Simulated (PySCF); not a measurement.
H₉Si₄ (SMILES [SiH2][SiH]([SiH3])[SiH3]), doublet, geometry from GFN2-xTB; PBE-D4/STO-3G (PySCF).

PySCF was given this input:
```python
from pyscf import gto, scf, dft

mol = gto.M(
    atom='''
Si   -0.08763084    2.26285489   -0.27985363
Si   -0.04621024   -0.01951048   -0.46716994
Si   -1.84101328   -1.23982797    0.39113207
Si    1.99710993   -0.86192813    0.24454760
H    -1.30277207    3.04123277   -0.54643716
H     0.48262394    2.89054905    0.91755976
H    -0.10284730   -0.23965091   -1.93922649
H    -1.84764775   -2.67196456    0.07968125
H    -3.11411959   -0.70240098   -0.09560459
H    -1.86990566   -1.12562137    1.85282769
H     2.12341897   -2.30776778    0.05298460
H     3.13661569   -0.25179273   -0.43895756
H     2.18305550   -0.61482015    1.67598739
''',
    basis='sto-3g',
    spin=1,
    verbose=4,
)

mf = dft.UKS(mol)
mf.xc = 'pbe'
mf.disp = 'd4'
mf.kernel()
mf.analyze()
```

Problem. What does PySCF print? Leave out banner, timings and long lists.

Solution. 
```
PySCF version 2.14.0

[INPUT] verbose = 4
[INPUT] num. atoms = 13
[INPUT] num. electrons = 65
[INPUT] charge = 0
[INPUT] spin (= nelec alpha-beta = 2S) = 1
[INPUT] symmetry False subgroup None
[INPUT] Mole.unit = angstrom
[INPUT] Symbol           X                Y                Z      unit          X                Y                Z       unit  Magmom
[...]
nuclear repulsion = 317.057440348103
number of shells = 29
number of NR pGTOs = 135
number of NR cGTOs = 45
basis = sto-3g
ecp = {}

******** <class 'pyscf.dft.uks.UKS'> ********
method = UKS
initial guess = minao
damping factor = 0
level_shift factor = 0
DIIS = <class 'pyscf.scf.diis.CDIIS'>
diis_start_cycle = 1
diis_space = 8
diis_damp = 0
SCF conv_tol = 1e-09
SCF conv_tol_grad = None
SCF max_cycles = 50
direct_scf = True
direct_scf_tol = 1e-13
number electrons alpha = 33  beta = 32
XC library pyscf.dft.libxc version 7.1.2
    S. Lehtola, C. Steigemann, M. J. T. Oliveira, and M. A. L. Marques,  SoftwareX 7, 1–5 (2018)
XC functionals = pbe
    J. P. Perdew, K. Burke, and M. Ernzerhof,  Phys. Rev. Lett. 77, 3865 (1996)
    J. P. Perdew, K. Burke, and M. Ernzerhof,  Phys. Rev. Lett. 78, 1396 (1997)
    J. P. Perdew, K. Burke, and M. Ernzerhof,  Phys. Rev. Lett. 77, 3865 (1996)
    J. P. Perdew, K. Burke, and M. Ernzerhof,  Phys. Rev. Lett. 78, 1396 (1997)
radial grids:
    Treutler-Ahlrichs [JCP 102, 346 (1995); DOI:10.1063/1.469408] (M4) radial grids

becke partition: Becke, JCP 88, 2547 (1988); DOI:10.1063/1.454033
pruning grids: <function nwchem_prune>
grids dens level: 3
symmetrized grids: False
atomic radii adjust function: <function treutler_atomic_radii_adjust>
small_rho_cutoff = 0
Set gradient conv threshold to 3.16228e-05
tot grids = 164992
Calc dispersion correction with DFTD4.
Parameters: xc=pbe, atm=True
init E= -1148.44432452753

cycle= 1 E= -1149.24837768093  delta_E= -0.804  |g|= 0.102  |ddm|= 2.76
cycle= 2 E= -1149.25096654893  delta_E= -0.00259  |g|= 0.0859  |ddm|= 0.359
cycle= 3 E= -1149.2570352251  delta_E= -0.00607  |g|= 0.00803  |ddm|= 0.168
cycle= 4 E= -1149.25709369393  delta_E= -5.85e-05  |g|= 0.00263  |ddm|= 0.0212
cycle= 5 E= -1149.25710059571  delta_E= -6.9e-06  |g|= 0.000906  |ddm|= 0.00767
cycle= 6 E= -1149.25710149412  delta_E= -8.98e-07  |g|= 0.000264  |ddm|= 0.0026
cycle= 7 E= -1149.25710156582  delta_E= -7.17e-08  |g|= 8.84e-05  |ddm|= 0.000769
cycle= 8 E= -1149.25710157277  delta_E= -6.94e-09  |g|= 2.4e-05  |ddm|= 0.000226
[...]
converged SCF energy = -1149.25710157331  <S^2> = 0.75159318  2S+1 = 2.0015925
Total Energy =                       -1149.257101573313776
[...]
spin_pop of  2 Si 2s        0.00000
spin_pop of  2 Si 3s        0.01006
spin_pop of  2 Si 2px       0.00002
spin_pop of  2 Si 2py       0.00000
spin_pop of  2 Si 2pz       0.00000
spin_pop of  2 Si 3px       0.02272
spin_pop of  2 Si 3py       0.00534
spin_pop of  2 Si 3pz       0.00715
spin_pop of  3 Si 1s       -0.00000
spin_pop of  3 Si 2s       -0.00000
spin_pop of  3 Si 3s       -0.00035
spin_pop of  3 Si 2px      -0.00000
spin_pop of  3 Si 2py      -0.00000
spin_pop of  3 Si 2pz      -0.00000
spin_pop of  3 Si 3px      -0.00099
spin_pop of  3 Si 3py      -0.00002
spin_pop of  3 Si 3pz      -0.00026
spin_pop of  4 H 1s       -0.00689
spin_pop of  5 H 1s       -0.00787
spin_pop of  6 H 1s        0.00495
spin_pop of  7 H 1s        0.00514
spin_pop of  8 H 1s       -0.00088
spin_pop of  9 H 1s       -0.00073
spin_pop of  10 H 1s       -0.00029
spin_pop of  11 H 1s       -0.00014
spin_pop of  12 H 1s        0.00013
 ** Mulliken Spin Density (per atom)  **
spin density of  0 Si =      0.95959
spin density of  1 Si =      0.00331
spin density of  2 Si =      0.04531
spin density of  3 Si =     -0.00162
spin density of  4 H =     -0.00689
spin density of  5 H =     -0.00787
spin density of  6 H =      0.00495
spin density of  7 H =      0.00514
spin density of  8 H =     -0.00088
spin density of  9 H =     -0.00073
spin density of  10 H =     -0.00029
spin density of  11 H =     -0.00014
spin density of  12 H =      0.00013
 ** Mulliken pop alpha/beta on meta-lowdin orthogonal AOs **
 ** Mulliken pop       alpha | beta **
In total            33.00000 | 32.00000
 ** Mulliken atomic charges   ( Nelec_alpha | Nelec_beta ) **
charge of  0Si =      0.21504  (     7.37227      6.41268 )
charge of  1Si =      0.13631  (     6.93350      6.93019 )
charge of  2Si =      0.31351  (     6.86590      6.82059 )
charge of  3Si =      0.31387  (     6.84225      6.84388 )
charge of  4H =     -0.10686  (     0.54998      0.55688 )
charge of  5H =     -0.11119  (     0.55166      0.55953 )
charge of  6H =     -0.11158  (     0.55827      0.55331 )
charge of  7H =     -0.10398  (     0.55456      0.54942 )
charge of  8H =     -0.10886  (     0.55399      0.55487 )
charge of  9H =     -0.11168  (     0.55548      0.55620 )
charge of  10H =     -0.10711  (     0.55341      0.55370 )
charge of  11H =     -0.10706  (     0.55346      0.55360 )
charge of  12H =     -0.11042  (     0.55527      0.55515 )
Dipole moment(X, Y, Z, Debye):  0.05638,  0.06678, -0.28496
```
